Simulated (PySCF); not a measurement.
Simulation results for B₂ClGeH₅

Calculation on a computer-drawn molecule: optimised geometry and harmonic frequencies of an isolated molecule of the commonest isotopes, restricted reference for singlets and unrestricted otherwise, frozen core in MP2; on germanium a core potential holds 10 electrons, which the energies leave out, and 3d is frozen in MP2 and coupled-cluster steps. Program: PySCF 2.14.0.

```yaml
- formula: B2ClGeH5
  start_structure:
    atoms_angstrom:
      - [Cl, 2.5163, 0.375, 0.055]
      - [B, 0.9083, 0.4268, -0.5634]
      - [B, 0.6511, 0.0345, -2.0601]
      - [Ge, 0.5687, -1.8375, -2.7158]
      - [H, 0.066, 0.646, 0.2312]
      - [H, 0.6259, 0.8586, -2.9488]
      - [H, 0.6053, -2.9288, -1.6113]
      - [H, 1.631, -2.2566, -3.6313]
      - [H, -0.7285, -2.1749, -3.3885]
  given:
    charge: 0
    multiplicity: 1
    method: HF
    basis: "cc-pV(D+d)Z"
    basis_and_core_potential_on_germanium: "cc-pVDZ-PP ECP10MDF"
    drawn_bonds_atom: [1, 2, 3, 2, 3, 4, 4, 4]
    drawn_bonds_other_atom: [2, 3, 4, 5, 6, 7, 8, 9]
    drawn_bonds_order: [1, 1, 1, 1, 1, 1, 1, 1]
  results:
    optimised_atom_element: [Cl, B, B, Ge, H, H, H, H, H]
    "optimised_atom_x [angstrom]": [2.58, 0.924, 0.701, 0.5255, 0.04552, 0.6382, 0.5831, 1.659, -0.8114]
    "optimised_atom_y [angstrom]": [0.5625, 0.4476, 0.01321, -1.971, 0.6712, 0.8553, -2.999, -2.286, -2.151]
    "optimised_atom_z [angstrom]": [0.1483, -0.4829, -2.094, -2.743, 0.2975, -2.947, -1.605, -3.729, -3.477]
    "modes_frequency [cm^-1]": [49.78, 68.38, 181.4, 211.6, 464.0, 477.2, 556.6, 704.4, 794.2, 837.1, 894.1, 933.0, 958.9, 974.7, 1025, 1179, 2198, 2202, 2219, 2705, 2740]
    "modes_reduced_mass [dalton]": [1.25, 4.639, 2.392, 2.657, 2.0, 1.058, 1.562, 2.618, 1.465, 2.287, 1.128, 1.518, 1.039, 1.033, 1.392, 2.209, 1.023, 1.023, 1.012, 1.091, 1.094]
    "rotational_constants [GHz]": [11.56, 0.9931, 0.9531]
    "total_energy [hartree]": -805.1574
    "convergence_status_largest_gradient_component [hartree/bohr]": 2.583e-05
```
